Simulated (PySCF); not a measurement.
**NMR data sheet: C8H12**

- Formula: C8H12
- SMILES: C=C/C=C\C(=C)CC
- InChI: InChI=1S/C8H12/c1-4-6-7-8(3)5-2/h4,6-7H,1,3,5H2,2H3/b7-6-
- Point group of the computed structure: C1
- Degrees of unsaturation: 3
- Carbon signals: 8
- Proton signals: 9

Structure with atom numbers: `[CH2:1]=[CH:2]/[CH:3]=[CH:4]\[C:5](=[CH2:6])[CH2:7][CH3:8]`. Each H is labelled by its parent atom. Ha(C1) is cis to C3; Ha(C6) is cis to C4; Hb(C1) is trans to C3; Hb(C6) is trans to C4.

- shielding tensors at PBE0/pcSseg-1 (GIAO)
- PBE0-D3(BJ)/def2-SVP geometry
- code: PySCF 2.14
- isolated molecule, equivalent nuclei averaged, non-relativistic Hamiltonian, one conformer

Referencing at the same level of theory: ¹H, ¹³C against TMS.

| carbon | δC, type | δH (multiplicity) | HMBC from (2–3 bonds) | span of the C tensor (ppm) |
| --- | --- | --- | --- | --- |
| C1 | 127.5, CH2 | Ha(C1) 5.46 (m); Hb(C1) 5.48 (m) | H(C2), H(C3) | 206 |
| C2 | 141.8, CH | 7.09 (m) | H(C3), H(C4), Hb(C1), Ha(C1) | 239 |
| C3 | 135.4, CH | 5.92 (m) | H(C2), H(C4), Hb(C1), Ha(C1) | 183 |
| C4 | 137.5, CH | 5.89 (m) | H(C2), H(C3), Hb(C6), Ha(C6), H(C7) | 186 |
| C5 | 157.9, C | – | H(C3), H(C4), Hb(C6), Ha(C6), H(C7), H(C8) | 244 |
| C6 | 128.8, CH2 | Ha(C6) 5.22 (m); Hb(C6) 5.30 (m) | H(C4), H(C7) | 176 |
| C7 | 32.2, CH2 | 2.37 (q) | H(C4), Hb(C6), Ha(C6), H(C8) | 29 |
| C8 | 16.2, CH3 | 1.12 (t) | H(C7) | 29 |

Carbon types of the structure: 1 × C, 3 × CH, 3 × CH2, 1 × CH3, which accounts for all hydrogens. δC 157.9: fully substituted alkene carbon; as expected for a trigonal carbon in a double bond. δC 141.8, 137.5, 135.4: alkene CH; as expected for a trigonal carbon in a double bond. δC 128.8, 127.5: terminal =CH2 carbon; the olefinic region. δC 32.2: allylic sp3 CH2; a saturated carbon with 2 carbon neighbours and no heteroatom attached. δC 16.2: methyl carbon; aliphatic region, no heteroatom directly attached.

Shifts are as computed. Against solution values, carbons near 30 ppm lie about +2 ppm off and those near 130 ppm about +5 ppm. Of 1211 compounds with measured shifts, 218 miss one by over three times the rms of a fit or turn the order of signals round; such compounds aren't used in these exercises. No couplings were computed; multiplicities are counted from neighbouring protons, with m where these are inequivalent, close in shift, in a saturated or five-membered ring or joined by F or P, and br s for small geminal =CH2 splittings.
